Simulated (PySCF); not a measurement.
# Hartree-Fock beside MP2: AlCl2F

All numbers below are calculated, not measured. The program is PySCF 2.14.0, an open-source quantum chemistry code, run on an isolated molecule that a program drew, which may never have been made. The molecule is AlCl2F (charge 0, singlet), drawn as the SMILES string `[F][Al]([Cl])[Cl]`.

The geometry was optimised and harmonic frequencies were computed with HF and MP2, all in the cc-pV(D+d)Z basis, for the commonest isotopes, with a restricted reference for singlets and an unrestricted one otherwise, and a frozen core in MP2. Each result is a local minimum of its method.

Geometry at the HF minimum:
```xyz
4
AlCl2F, angstrom
F     0.8977   -1.5887   -0.7964
Al   -0.4377   -2.5135   -0.5989
Cl   -1.2294   -3.5030   -2.2412
Cl   -1.2897   -2.6624    1.2867
```

Lengths of the bonds as drawn, in Å (atoms numbered as above):
```
   bond     HF    MP2
 F1-Al2  1.636  1.659
Al2-Cl3  2.074  2.078
Al2-Cl4  2.074  2.078
```

Rotational constants, in GHz:
| constant | HF | MP2 |
|---|---|---|
| A | 4.66 | 4.557 |
| B | 2.197 | 2.197 |
| C | 1.493 | 1.482 |

Harmonic frequencies in cm^-1, each column in rising order, so a row needn't be the same motion in every method:
```
rank   HF  MP2
   1  161  156
   2  216  207
   3  249  242
   4  447    ?
   5  648  646
   6  904  874
```

**Estimate the missing MP2 frequency from the HF column.**

A single factor s that minimises the squared misfit of MP2 against s times HF over the other rows is sum(HF x MP2) / sum(HF^2) = 0.9760, with an rms misfit of 7 cm^-1. For rank 4 it gives 0.9760 x 447 = 436 cm^-1. The calculation gives 440 cm^-1, 4 cm^-1 above the estimate. The drawn bonds are on average 0.6 % longer in MP2 than in HF.
